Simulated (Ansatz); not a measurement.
`[OH][Al]([Br])[Br]` + H–F → `[OH][Al]([F])[Br]` + HBr  (ligand exchange at the Al–Br bond)

Program: Ansatz. Geometries: PBE0-D4/def2-TZVP. ΔE: electronic, gas phase. CCSD(T)/CBS adds triple-zeta CCSD(T) − MP2 to the extrapolated MP2 energy (def2 sets, frozen cores). This one scheme is used for every species. Functionals use def2-TZVPP. HSE06 is defined as in plane-wave codes. For Br outer-core shells are correlated without core-valence functions, which leaves a few kJ/mol of doubt a bond. Scalar relativity is left out up to krypton. One conformer a species, not always the lowest.

`[OH][Al]([Br])[Br]`:

Cartesian coordinates in Å:
```
O 0.238 1.310 0.254
Al 0.078 -0.300 -0.191
Br -1.416 -1.637 0.805
Br 1.394 -1.087 -1.807
H -0.294 1.714 0.939
```

H–F:

Cartesian coordinates in Å:
```
F 0.264 -0.072 -0.370
H -0.264 0.072 0.370
```

`[OH][Al]([F])[Br]`:

Cartesian coordinates in Å:
```
O -1.214 -0.330 -0.402
Al 0.373 -0.222 0.125
F 1.192 -1.609 0.406
Br 1.408 1.728 0.459
H -1.759 0.433 -0.588
```

HBr:

Z-matrix (Å, degrees):
```
Br
H 1 1.420
```

```tsv
level	ΔE (kJ/mol)	difference from CCSD(T)/CBS
BLYP-D4	-29.5	-11.8
HSE06-D4	-12.9	4.8
ωB97M-V	-22.0	-4.3
B2PLYP	-27.1	-9.4
HSE06	-16.0	1.7
BHLYP	-28.1	-10.4
LC-ωPBE	-23.7	-6.0
CCSD/def2-SVP	-31.0	-13.3
MP2/CBS(def2)	-12.9	4.8
CCSD/CBS(def2)	-19.2	-1.5
CCSD(T)/CBS	-17.7	0
```

Question: What do rigid-rotor, harmonic-oscillator terms from PBE0-D4/def2-TZVP frequencies (298.15 K, 1 bar) make of the CCSD(T)/CBS value? (Estimate.)

Answer: The calculation gave: ΔZPE = -5.3 kJ/mol, ΔH = -24.2 kJ/mol, ΔS = 1 J/(mol·K), ΔG = -24.6 kJ/mol.

Largest T1 diagnostic among the species: 0.010.

Leaving LDA and LC-ωPBE aside and taking each functional with its dispersion term where it has one, the values, not all of them listed here, spread over 17.1 kJ/mol, from CAM-B3LYP-D4 to HSE06-D4. At CCSD(T), def2-SVP lies −12.5 kJ/mol from the extrapolated value and def2-TZVPP −4.3 kJ/mol.
